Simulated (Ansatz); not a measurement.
Calculated with Ansatz (gas phase, PBE0-D4/def2-TZVP geometries, no zero-point term in ΔE). CCSD(T)/CBS is the MP2 limit (def2-TZVPP, def2-QZVPP) plus CCSD(T) − MP2 in def2-TZVPP, frozen cores. This one scheme is used for every species. Functionals use def2-TZVPP. For Ge outer-core shells are correlated without core-valence functions, which leaves a few kJ/mol of doubt a bond. Scalar relativity is left out up to krypton. One conformer a species, not always the lowest.

Consider the ligand exchange at a Ge–C bond: `C=[CH][Ge]([Cl])([Cl])[Cl]` + H₂S → `[SH][Ge]([Cl])([Cl])[Cl]` + `C=C`.

| species | PBE0-D4 energy (Eh) |
| --- | --- |
| `C=[CH][Ge]([Cl])([Cl])[Cl]` | -3535.01077 |
| H₂S | -399.26288 |
| `[SH][Ge]([Cl])([Cl])[Cl]` | -3855.77511 |
| `C=C` | -78.51511 |

Problem. Work out ΔE.

Solution. ΔE = (-3855.77511) + (-78.51511) − (-3535.01077) − (-399.26288) = -0.01657 Eh = -43.5 kJ/mol. CCSD(T)/CBS gives -38.0 kJ/mol.

Problem. What do rigid-rotor, harmonic-oscillator terms from PBE0-D4/def2-TZVP frequencies (298.15 K, 1 bar) make of the CCSD(T)/CBS value? (Best estimate.)

Solution. Ansatz gave: ΔZPE = +7.6 kJ/mol, ΔH = -31.6 kJ/mol, ΔS = 1 J/(mol·K), ΔG = -31.9 kJ/mol.

Largest T1 diagnostic among the species: 0.011.

In def2-TZVPP, CCSD(T) changes the Hartree–Fock value by +7.1 kJ/mol (the triples alone add −0.0 kJ/mol) and MP2 by +5.3 kJ/mol. Leaving LDA and LC-ωPBE aside and taking each functional with its dispersion term where it has one, the values, not all of them listed here, spread over 5.2 kJ/mol, from B97M-V to ωB97X-V. LDA lies +6.4 kJ/mol from PBE without D4.
